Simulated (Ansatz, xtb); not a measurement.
# Two isomers of C5H9ClS

Structure X is `CC[C@H](Cl)C(C)=S`, a singlet and structure Y is `CC(=S)CCCCl`, a singlet. Both are isolated molecules in the gas phase, relaxed with B3LYP-D3(BJ)/def2-SVP; each stands in its lowest conformer found.

X (Å):

```xyz
16

C     2.9607    1.2352   -0.3011
C     2.1336    0.7652    0.8918
C     1.3445   -0.5244    0.6309
C     0.6423   -1.0179    1.8811
C    -0.6708   -0.3930    2.2439
Cl    0.1474   -0.2709   -0.7321
S     1.3830   -2.1450    2.8008
H     3.6815    0.4621   -0.6129
H     2.3166    1.4646   -1.1622
H     3.5283    2.1425   -0.0437
H     2.7924    0.5519    1.7501
H     1.4354    1.5559    1.2123
H     2.0223   -1.3096    0.2753
H    -0.9601   -0.6610    3.2669
H    -1.4453   -0.7414    1.5405
H    -0.6317    0.7035    2.1323
```

Y (Å):

| atom | x (Å) | y (Å) | z (Å) |
| --- | --- | --- | --- |
| C | -2.2785 | -0.8950 | -0.5539 |
| C | -2.2015 | -1.1634 | 0.9185 |
| C | -2.0541 | 0.0657 | 1.7965 |
| C | -0.8023 | 0.0400 | 2.6858 |
| C | 0.5043 | -0.1180 | 1.9267 |
| Cl | 0.7498 | 1.1876 | 0.6859 |
| S | -2.2397 | -2.6724 | 1.5480 |
| H | -2.3855 | -1.8181 | -1.1364 |
| H | -1.3679 | -0.3511 | -0.8643 |
| H | -3.1244 | -0.2170 | -0.7689 |
| H | -2.9415 | 0.1282 | 2.4480 |
| H | -2.0380 | 0.9722 | 1.1730 |
| H | -0.7722 | 0.9604 | 3.2904 |
| H | -0.8777 | -0.8148 | 3.3788 |
| H | 0.5406 | -1.0698 | 1.3805 |
| H | 1.3679 | -0.0660 | 2.6021 |

Problem. Estimate E(Y) − E(X) at the level CCSD(T)/def2-SVP + ΔMP2/def2-TZVPP.

Solution. Too close to call at this level: CCSD(T)/def2-SVP + ΔMP2/def2-TZVPP gives E(Y) − E(X) = +0.28 kcal/mol.

How the difference moves with the method:

| level | geometry | E(Y) − E(X) (kcal/mol) | departure from the last row (kcal/mol) | job, with rough time for the two |
| --- | --- | --- | --- | --- |
| GFN2-xTB | GFN2-xTB | +0.95 | +0.67 | optimisation, 0.29 s |
| HF/STO-3G | GFN2-xTB | +1.04 | +0.76 | single point, 0.7 s |
| r2SCAN-D4/def2-SVP | GFN2-xTB | +0.20 | −0.08 | single point, 5.8 s |
| B3LYP-D3(BJ)/def2-SVP | B3LYP-D3(BJ)/def2-SVP | −0.37 | −0.65 | optimisation, 58 s |
| HF/def2-SVP | B3LYP-D3(BJ)/def2-SVP | −1.15 | −1.42 | part of the CCSD(T) run |
| MP2/def2-SVP | B3LYP-D3(BJ)/def2-SVP | +1.12 | +0.85 | part of the CCSD(T) run |
| CCSD(T)/def2-SVP | B3LYP-D3(BJ)/def2-SVP | +0.62 | +0.35 | single point |
| CCSD(T)/def2-SVP + ΔMP2/def2-TZVPP | B3LYP-D3(BJ)/def2-SVP | +0.28 |  | single point, 2 min |

As drawn, both hold the same kinds of bond in the same numbers. Structure X has 2 methyl groups, Y 1.

The largest departure from CCSD(T)/def2-SVP + ΔMP2/def2-TZVPP is that of HF/def2-SVP, 1.42 kcal/mol. The last row adds to CCSD(T) the change of the MP2 difference between the two basis sets, here −0.35 kcal/mol.

With thermal terms from frequencies at re-optimised GFN2-xTB minima (ideal gas, soft modes damped towards free rotors, one conformer each, 298.15 K, 1 atm): on the last row, ΔE + ΔZPE = +0.44, ΔH = +0.23, ΔG = +0.48 kcal/mol.

The correlated steps freeze 15 core orbitals. Mirror images aren't counted in ΔG. Programs: Ansatz 0.2.0, xtb 6.7.1; the last row on 4 threads of Arm Neoverse V1 on a shared host.
